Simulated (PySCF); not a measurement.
This PySCF input asks for the NMR shieldings of SMILES CB(C)CCOB(F)F, C$_{4}$H$_{10}$B$_{2}$F$_{2}$O; the geometry comes from GFN2-xTB.

```python
import basis_set_exchange as bse
import numpy as np
from pyscf import gto, dft
from pyscf.prop import nmr

atoms = """
C    -2.252777   -0.774618   -1.004005
B    -1.241974    0.056536   -0.128004
C    -1.772153    1.001421    1.014673
C     0.307328   -0.075942   -0.436267
C     1.269792    0.570119    0.554493
O     2.625877    0.441874    0.112681
B     3.373726   -0.618684    0.311612
F     4.604357   -0.660285   -0.169160
F     2.996678   -1.697695    0.995894
H    -2.633240   -1.605769   -0.409280
H    -1.818529   -1.202867   -1.903682
H    -3.128469   -0.196236   -1.292062
H    -1.620358    2.041686    0.727059
H    -1.227278    0.869727    1.947072
H    -2.831624    0.881513    1.225399
H     0.578060   -1.131617   -0.529147
H     0.500951    0.356524   -1.422744
H     1.167493    0.108724    1.541278
H     1.092334    1.644842    0.633267
"""
names = dict.fromkeys(["C", "B", "O", "F", "H"], "pcSseg-1")
basis = {el: gto.basis.parse(bse.get_basis(n, elements=[el], fmt="nwchem")) for el, n in names.items()}
mol = gto.M(atom=atoms, basis=basis, charge=0, verbose=0)
mf = dft.RKS(mol, xc="PBE0")
mf.grids.level = 2
mf.grids.alignment = dft.numint.BLKSIZE   # the property module wants whole blocks of grid points
mf.conv_tol = 1e-9
mf.kernel()

calc = nmr.RKS(mf)   # GIAO
C = mf.mo_coeff
Co = C[:, mf.mo_occ > 0]
resp = mf.gen_response(singlet=True, hermi=2)
def vind(x):   # induced exchange potential for any number of trial vectors
    d = np.einsum("pi,xij,qj->xpq", C, 2 * x.reshape(-1, C.shape[1], Co.shape[1]), Co, optimize=True)
    return np.einsum("xpq,pi,qj->xij", resp(d - d.transpose(0, 2, 1)), C, Co, optimize=True).ravel()
mo1, _ = nmr.rhf.solve_mo1(calc, with_cphf=vind)
sigma = calc.kernel(mo1)
for i, s in enumerate(sigma):   # ppm
    w = np.linalg.eigvalsh((s + s.T) / 2)
    print("%2d %-2s iso %8.1f  s11 %8.1f  s22 %8.1f  s33 %8.1f" % (i, mol.atom_pure_symbol(i), w.mean(), *w))
```

Q: What does it print?

A: 
```
 0 C  iso    170.3  s11    150.2  s22    173.3  s33    187.5
 1 B  iso     11.5  s11    -47.7  s22    -38.7  s33    120.9
 2 C  iso    174.6  s11    153.9  s22    181.8  s33    188.0
 3 C  iso    148.1  s11    131.9  s22    136.7  s33    175.7
 4 C  iso    118.6  s11     80.3  s22    106.5  s33    168.9
 5 O  iso    229.0  s11    130.8  s22    243.5  s33    312.8
 6 B  iso     87.6  s11     73.5  s22     79.6  s33    109.6
 7 F  iso    304.6  s11    189.6  s22    358.5  s33    365.5
 8 F  iso    313.1  s11    190.4  s22    356.5  s33    392.3
 9 H  iso     31.0  s11     27.6  s22     29.0  s33     36.4
10 H  iso     30.7  s11     26.7  s22     30.4  s33     35.0
11 H  iso     30.7  s11     26.9  s22     29.3  s33     35.9
12 H  iso     31.1  s11     26.6  s22     30.3  s33     36.5
13 H  iso     30.9  s11     26.2  s22     31.3  s33     35.3
14 H  iso     30.6  s11     26.7  s22     29.4  s33     35.7
15 H  iso     29.8  s11     25.0  s22     31.6  s33     33.0
16 H  iso     29.9  s11     26.1  s22     29.9  s33     33.7
17 H  iso     27.3  s11     22.4  s22     28.1  s33     31.5
18 H  iso     27.5  s11     21.8  s22     28.2  s33     32.4
```

These numbers come from an equivalent density-fitted implementation of the same equations, which agrees with the script to about 0.01 ppm for H and up to a few tenths of a ppm for heavy atoms, so last digits may differ.

Size and cost of the density-fitted run: 203 basis functions, 37 s wall time on 1 thread of an Arm Neoverse V1, shared host; peak memory 0.9 GiB.
